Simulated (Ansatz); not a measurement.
Z-matrix (Å, degrees):
```
Ga
C 1 1.953
S 1 2.772 2 41.3
F 1 1.763 2 113.5 3 -97.4
H 1 1.554 2 129.7 3 74.7
H 2 1.089 1 111.6 3 108.5
H 2 1.087 1 122.2 3 -118.5
H 3 1.344 1 83.6 2 107.1
```

The species carries charge 0 and has multiplicity 1.

List the ωB97M-V/def2-TZVPP orbital energies in eV (Ansatz 0.2.0). (An estimate is asked.)

The calculation gave: Occupied: -10153.73, -2427.56, -1257.20, -1111.41, -1111.28, -1111.27, -675.84, -282.42, -221.49, -164.61, -164.53, -164.40, -154.64, -107.18, -106.90, -106.85, -33.90, -26.30, -26.21, -26.14, -26.03, -25.92, -24.84, -20.74, -15.87, -15.53, -13.88, -13.52, -13.14, -13.09, -12.18, -11.21, -9.27. Lowest empty: 0.82, 1.65, 2.07, 2.88, 3.22, 3.91, 3.95, 4.77.
